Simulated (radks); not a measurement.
Values are calculated unless marked as measured or tabulated.
Species: neutral tungsten. Configuration: [Xe] 4f14 5d4 6s2 (the NIST ground configuration). Level of theory: scalar-relativistic Kohn-Sham, LDA (Slater exchange, Perdew-Zunger correlation), spin-unpolarised, spherical densities, finite nucleus; Fermi nuclear charge, rms radius 5.3658 fm (a radial shooting solver on a logarithmic mesh with Libxc functionals).

Local quantities along the radius. ELF = 1/(1 + alpha^2) is the electron localisation function; alpha = (tau - tau_W)/tau_unif compares the Pauli kinetic energy density with that of the uniform gas; r v_xc is r times the local exchange-correlation potential (hartree bohr); 4 pi r^2 rho is in e/bohr; s = |grad rho|/(2 (3 pi^2)^(1/3) rho^(4/3)) is the reduced gradient. tau is taken from the large components.

| r (bohr) | ELF | alpha | r v_xc | 4 pi r^2 rho | s |
|---|---|---|---|---|---|
| 0.001981 | 0.999 | 0.02867 | -0.1471 | 20.98 | 0.6636 |
| 0.002306 | 0.999 | 0.03093 | -0.1659 | 25.81 | 0.6357 |
| 0.002685 | 0.999 | 0.03384 | -0.1865 | 31.51 | 0.6139 |
| 0.003125 | 0.999 | 0.03762 | -0.2090 | 38.11 | 0.5980 |
| 0.003638 | 0.998 | 0.04259 | -0.2335 | 45.59 | 0.5876 |
| 0.004236 | 0.998 | 0.04921 | -0.2597 | 53.87 | 0.5826 |
| 0.004931 | 0.997 | 0.05818 | -0.2875 | 62.74 | 0.5829 |
| 0.005787 | 0.995 | 0.07138 | -0.3180 | 72.35 | 0.5892 |
| 0.006736 | 0.992 | 0.08931 | -0.3478 | 81.22 | 0.6009 |
| 0.007842 | 0.987 | 0.1154 | -0.3775 | 89.21 | 0.6181 |
| 0.00913 | 0.977 | 0.1545 | -0.4066 | 95.62 | 0.6407 |
| 0.01063 | 0.956 | 0.2145 | -0.4340 | 99.78 | 0.6675 |
| 0.01237 | 0.913 | 0.3082 | -0.4589 | 101.2 | 0.6959 |
| 0.0144 | 0.829 | 0.4548 | -0.4810 | 99.98 | 0.7194 |
| 0.01677 | 0.687 | 0.6752 | -0.5005 | 96.64 | 0.7263 |
| 0.01952 | 0.515 | 0.9704 | -0.5194 | 92.62 | 0.6985 |
| 0.02291 | 0.377 | 1.284 | -0.5428 | 89.88 | 0.6138 |
| 0.02667 | 0.331 | 1.422 | -0.5736 | 90.95 | 0.4890 |
| 0.03105 | 0.372 | 1.300 | -0.6170 | 97.09 | 0.3658 |
| 0.03614 | 0.487 | 1.027 | -0.6729 | 108.0 | 0.2929 |
| 0.04208 | 0.624 | 0.7761 | -0.7360 | 121.2 | 0.2835 |
| 0.04899 | 0.718 | 0.6272 | -0.7973 | 132.2 | 0.3212 |
| 0.05703 | 0.741 | 0.5908 | -0.8479 | 136.2 | 0.3838 |
| 0.06639 | 0.685 | 0.6781 | -0.8817 | 131.2 | 0.4496 |
| 0.07729 | 0.543 | 0.9174 | -0.9004 | 119.5 | 0.4848 |
| 0.0907 | 0.384 | 1.267 | -0.9191 | 107.8 | 0.4361 |
| 0.1056 | 0.350 | 1.363 | -0.9594 | 105.0 | 0.3107 |
| 0.1229 | 0.459 | 1.085 | -1.032 | 112.0 | 0.2187 |
| 0.1431 | 0.626 | 0.7722 | -1.118 | 122.0 | 0.2305 |
| 0.1666 | 0.719 | 0.6251 | -1.183 | 123.4 | 0.3175 |
| 0.1939 | 0.689 | 0.6715 | -1.199 | 109.8 | 0.4359 |
| 0.2258 | 0.502 | 0.9959 | -1.170 | 86.74 | 0.5249 |
| 0.2628 | 0.292 | 1.559 | -1.140 | 68.17 | 0.4539 |
| 0.306 | 0.302 | 1.522 | -1.177 | 63.99 | 0.2357 |
| 0.3591 | 0.526 | 0.9493 | -1.289 | 71.22 | 0.1594 |
| 0.418 | 0.687 | 0.6757 | -1.388 | 76.02 | 0.2382 |
| 0.4866 | 0.707 | 0.6431 | -1.425 | 69.90 | 0.3599 |
| 0.5665 | 0.622 | 0.7795 | -1.389 | 54.79 | 0.4837 |
| 0.6595 | 0.466 | 1.071 | -1.309 | 38.54 | 0.5707 |
| 0.7678 | 0.352 | 1.357 | -1.232 | 26.91 | 0.5687 |
| 0.8939 | 0.370 | 1.304 | -1.190 | 20.33 | 0.5093 |
| 1.041 | 0.485 | 1.030 | -1.172 | 16.30 | 0.5043 |
| 1.211 | 0.568 | 0.8723 | -1.146 | 12.74 | 0.5821 |
| 1.422 | 0.534 | 0.9343 | -1.091 | 9.033 | 0.7102 |
| 1.655 | 0.409 | 1.202 | -1.021 | 6.078 | 0.8219 |
| 1.927 | 0.294 | 1.549 | -0.9538 | 4.037 | 0.8711 |
| 2.243 | 0.262 | 1.677 | -0.9037 | 2.797 | 0.8629 |
| 2.611 | 0.310 | 1.494 | -0.8685 | 2.022 | 0.8846 |
| 3.04 | 0.390 | 1.251 | -0.8325 | 1.444 | 1.010 |
| 3.539 | 0.438 | 1.132 | -0.7809 | 0.9567 | 1.267 |
| 4.12 | 0.417 | 1.183 | -0.7071 | 0.5619 | 1.696 |
| 4.796 | 0.321 | 1.453 | -0.6125 | 0.2836 | 2.393 |
| 5.628 | 0.176 | 2.166 | -0.4972 | 0.1139 | 3.652 |
| 6.552 | 0.065 | 3.800 | -0.3829 | 0.03882 | 5.816 |
| 7.628 | 0.015 | 8.088 | -0.2743 | 0.01051 | 9.941 |
| 8.88 | 0.002 | 21.26 | -0.1806 | 0.002201 | 18.41 |
| 10.34 | 0.000 | 70.42 | -0.1079 | 0.0003460 | 37.32 |

On this mesh the ELF has minima near r = 0.027, 0.11, 0.26, 0.77, 2.2 bohr, which separate the shells, and maxima near 0.057 (0.74), 0.17 (0.72), 0.49 (0.71), 1.2 (0.57), 3.5 (0.44).
